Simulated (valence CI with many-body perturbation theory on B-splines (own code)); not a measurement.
**Co V: calculated level list**

Level of theory: valence CI with perturbative core correlation (CI+MBPT): five valence electrons over a frozen Dirac-Fock core [Ar], a basis of 7 s, 7 p, 8 d, 6 f, 4 g, 1 h functions for each j, with the one-electron correlation potential Σ1, the two-electron term Σ2, the three-electron term Σ3, Breit, model QED; selected CI, second order for the rest, scaled by the run's own slope (own B-spline code, finite nucleus).

Against 45 measured levels this calculation errs by 4798 cm⁻¹ on average and by 8444 at most. These come from a selection out of Sugar and Corliss, J. Phys. Chem. Ref. Data 10, 1097 (1981). Levels without a partner in it may be off by more, other configurations by 1,000 to 8,000 cm⁻¹. Among the levels kept, up to 2100 cm⁻¹ of a level comes from second order outside the variational space, and about a tenth of that is noise between levels of different J, which matters for small intervals. 1 measured level below the end of the list, from 60532 cm⁻¹ on, found no clear computed partner, and computed levels of the same name lie up to 9163 cm⁻¹ from them.

Levels 91 to 135 of 224, with energies above the lowest level, 3d⁵ ⁶S_5/2. "Leading %" is the weight of the configuration and term that name the level; weights of strongly mixed levels are sums over their largest components and can fall short. In the jj column 3d3/2^4 stands for four electrons in 3d with j = 3/2. Lifetimes count E1, E2, E3, M1 and M2 decay at the calculated energies, and are blank where another channel may lead or the interval is too uncertain; long ones can be off by a factor of two.

```csv
No.,Configuration,Term,J,E (eV),Leading %,Second component,Lifetime,Leading jj
91,3d⁴4p,⁶F°,3/2,33.569,97,,1.09 ns,3d3/2^3 3d5/2 4p1/2 (32 %)
92,3d⁴4s,⁴P,3/2,33.594,97,,32.7 μs,3d3/2 3d5/2^3 4s (68 %)
93,3d⁴4p,⁶F°,5/2,33.629,97,,1.07 ns,3d3/2^2 3d5/2^2 4p1/2 (42 %)
94,3d⁴4s,⁴P,1/2,33.684,97,,32.6 μs,3d3/2 3d5/2^3 4s (40 %)
95,3d⁴4p,⁶F°,7/2,33.711,96,,1.05 ns,3d3/2^2 3d5/2^2 4p3/2 (28 %)
96,3d⁴4p,⁶F°,9/2,33.817,96,,1.03 ns,3d3/2^2 3d5/2^2 4p3/2 (29 %)
97,3d⁴4p,⁶P°,3/2,33.818,91,5 % 3d⁴4p ⁴P°,122 ps,3d3/2^2 3d5/2^2 4p3/2 (30 %)
98,3d⁴4p,⁶P°,5/2,33.838,93,,121 ps,3d3/2^2 3d5/2^2 4p3/2 (26 %)
99,3d⁴4p,⁶P°,7/2,33.874,96,,119 ps,3d3/2 3d5/2^3 4p1/2 (26 %)
100,3d⁴4p,⁶F°,11/2,33.952,98,,1.02 ns,3d3/2 3d5/2^3 4p3/2 (44 %)
101,3d⁴4p,⁴P°,1/2,33.961,74,23 % 3d⁴4p ⁶D°,288 ps,3d3/2^3 3d5/2 4p1/2 (36 %)
102,3d⁴4p,⁴P°,3/2,34.083,65,26 % 3d⁴4p ⁶D°,268 ps,3d3/2^2 3d5/2^2 4p1/2 (36 %)
103,3d⁴4s,²P,3/2,34.244,96,,30.5 μs,3d3/2^2 3d5/2^2 4s (46 %)
104,3d⁴4p,⁴P°,5/2,34.244,53,39 % 3d⁴4p ⁶D°,305 ps,3d3/2^2 3d5/2^2 4p3/2 (22 %)
105,3d⁴4s,²F,7/2,34.248,97,,28.7 μs,3d3/2^2 3d5/2^2 4s (56 %)
106,3d⁴4s,²F,5/2,34.263,97,,28.1 μs,3d3/2 3d5/2^3 4s (48 %)
107,3d⁴4p,⁶D°,1/2,34.347,74,23 % 3d⁴4p ⁴P°,479 ps,3d3/2^2 3d5/2^2 4p3/2 (37 %)
108,3d⁴4p,⁶D°,3/2,34.369,70,27 % 3d⁴4p ⁴P°,446 ps,3d3/2^2 3d5/2^2 4p3/2 (48 %)
109,3d⁴4p,⁶D°,7/2,34.399,93,,779 ps,3d3/2^2 3d5/2^2 4p3/2 (40 %)
110,3d⁴4p,⁶D°,5/2,34.408,56,40 % 3d⁴4p ⁴P°,362 ps,3d3/2 3d5/2^3 4p3/2 (36 %)
111,3d⁴4s,²P,1/2,34.413,97,,30.3 μs,3d3/2 3d5/2^3 4s (56 %)
112,3d⁴4p,⁶D°,9/2,34.458,87,9 % 3d⁴4p ⁴F°,670 ps,3d3/2 3d5/2^3 4p3/2 (26 %)
113,3d⁴4p,⁴F°,3/2,34.705,97,,168 ps,3d3/2^2 3d5/2^2 4p3/2 (35 %)
114,3d⁴4p,⁴F°,5/2,34.730,95,,169 ps,3d3/2^2 3d5/2^2 4p3/2 (43 %)
115,3d⁴4p,⁴F°,7/2,34.768,93,,170 ps,3d3/2^2 3d5/2^2 4p3/2 (35 %)
116,3d⁴4p,⁴F°,9/2,34.824,87,10 % 3d⁴4p ⁶D°,177 ps,3d3/2 3d5/2^3 4p3/2 (36 %)
117,3d⁴4s,²G,9/2,34.932,98,,31.9 μs,3d3/2 3d5/2^3 4s (54 %)
118,3d⁴4s,²G,7/2,34.937,97,,31.8 μs,3d3/2 3d5/2^3 4s (56 %)
119,3d⁴4p,⁴D°,1/2,35.539,96,,145 ps,3d3/2^2 3d5/2^2 4p3/2 (30 %)
120,3d⁴4p,⁴D°,3/2,35.566,96,,145 ps,3d3/2^2 3d5/2^2 4p3/2 (44 %)
121,3d⁴4p,⁴D°,5/2,35.607,96,,144 ps,3d3/2 3d5/2^3 4p3/2 (32 %)
122,3d⁴4p,⁴D°,7/2,35.652,96,,144 ps,3d3/2 3d5/2^3 4p3/2 (29 %)
123,3d⁴4p,⁴H°,7/2,36.847,95,,453 ps,3d3/2^2 3d5/2^2 4p1/2 (24 %)
124,3d⁴4p,⁴H°,9/2,36.885,91,5 % 3d⁴4p ⁴I°,472 ps,3d3/2^2 3d5/2^2 4p1/2 (34 %)
125,3d⁴4p,⁴H°,11/2,36.941,90,7 % 3d⁴4p ⁴I°,464 ps,3d3/2^2 3d5/2^2 4p1/2 (42 %)
126,3d⁴4p,⁴H°,13/2,37.018,91,6 % 3d⁴4p ⁴I°,433 ps,3d3/2 3d5/2^3 4p3/2 (30 %)
127,3d⁴4p,⁴D°,1/2,37.085,92,,454 ps,3d3/2^4 4p1/2 (37 %)
128,3d⁴4p,⁴D°,3/2,37.193,95,,418 ps,3d3/2^3 3d5/2 4p1/2 (23 %)
129,3d⁴4p,⁴I°,9/2,37.254,81,5 % 3d⁴4p ⁴H°,743 ps,3d3/2^3 3d5/2 4p1/2 (29 %)
130,3d⁴4p,⁴G°,5/2,37.315,85,6 % 3d⁴4p ⁴D°,499 ps,3d3/2^2 3d5/2^2 4p1/2 (36 %)
131,3d⁴4p,⁴G°,7/2,37.323,61,19 % 3d⁴4p ²G°,354 ps,3d3/2^2 3d5/2^2 4p1/2 (40 %)
132,3d⁴4p,⁴D°,5/2,37.338,86,8 % 3d⁴4p ⁴G°,355 ps,3d3/2^3 3d5/2 4p3/2 (22 %)
133,3d⁴4p,⁴G°,9/2,37.352,50,18 % 3d⁴4p ²G°,309 ps,3d3/2^2 3d5/2^2 4p1/2 (29 %)
134,3d⁴4p,⁴I°,11/2,37.362,87,7 % 3d⁴4p ⁴H°,787 ps,3d3/2^2 3d5/2^2 4p1/2 (30 %)
135,3d⁴4p,⁴D°,7/2,37.441,45,17 % 3d⁴4p ²G°,290 ps,3d3/2^2 3d5/2^2 4p3/2 (32 %)
```

Names give the largest LS component (configuration and term), which can be under half, so a name can repeat, a term be missing and a line seem to break the LS rules; names also repeat where a configuration has a term twice.

Where two levels of one J and parity lie close, their mixing, g and order are uncertain.
